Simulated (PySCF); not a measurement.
# Magnetic susceptibility: `FC(F)(Br)[C@H]1C=CCC1`, C₆H₇BrF₂

Cartesian coordinates in Å; atom numbers follow the order of the lines, from 1:
```xyz
16

F     2.602   -0.782   -0.923
C     1.857   -0.007   -0.119
F     2.558    1.126    0.059
Br    1.762   -0.907    1.624
C     0.481    0.263   -0.711
C    -0.287   -1.020   -0.864
C    -1.332   -1.066   -0.056
C    -1.481    0.172    0.769
C    -0.397    1.120    0.222
H     0.669    0.751   -1.674
H     0.041   -1.787   -1.543
H    -2.020   -1.887    0.034
H    -2.480    0.597    0.672
H    -1.322   -0.062    1.824
H    -0.851    1.929   -0.349
H     0.192    1.569    1.022
```

Computed with GIAO B97-2/pcSseg-1 magnetisability, rotational g tensor and spin-rotation constants, non-relativistic, gas phase in PySCF. Geometry: GFN2-xTB.

The calculation is non-relativistic, which matters for the atoms heavier than Zn.

Task: How diamagnetic is it, and how anisotropic?

Result: Isotropic -1555 × 10⁻³⁰ J/T², or -93.6 × 10⁻⁶ cm³/mol; principal values -1694, -1504, -1466 × 10⁻³⁰ J/T², anisotropy 212 × 10⁻³⁰ J/T² (root of half the summed squared differences of the principal values). The susceptibility is in cgs units.

Task: Split it along the inertial axes a, b, c into diamagnetic and paramagnetic parts about the centre of mass, with the quadrupole moment.

Result: 
```
axis  χ (10⁻⁶ cm³/mol)  diamagnetic (10⁻⁶ cm³/mol)  paramagnetic (10⁻⁶ cm³/mol)  summed x² of all electrons (Å²)  quadrupole Θ (D Å)
   a             -93.6                      -815.8                        722.2                            215.3               -0.07
   b             -98.4                     -1226.4                       1128.0                            118.6               +1.12
   c             -88.9                     -1416.5                       1327.6                             73.7               -1.05
```
Anisotropies 2χaa − χbb − χcc = +0.1 and 2χbb − χaa − χcc = -14.2 × 10⁻⁶ cm³/mol. Θ is traceless in Buckingham's convention.

Task: And the rotational g tensor?

Result: 
```
axis  rotational constant (GHz)        g  nuclear part  electronic part
   a                     1.5822  -0.0140        0.5228          -0.5368
   b                     1.0349  -0.0072        0.5413          -0.5484
   c                     0.8526  -0.0092        0.5226          -0.5317
```
Asymmetric top; isotopes 79Br, 12C, 19F, 1H; no vibrational averaging.
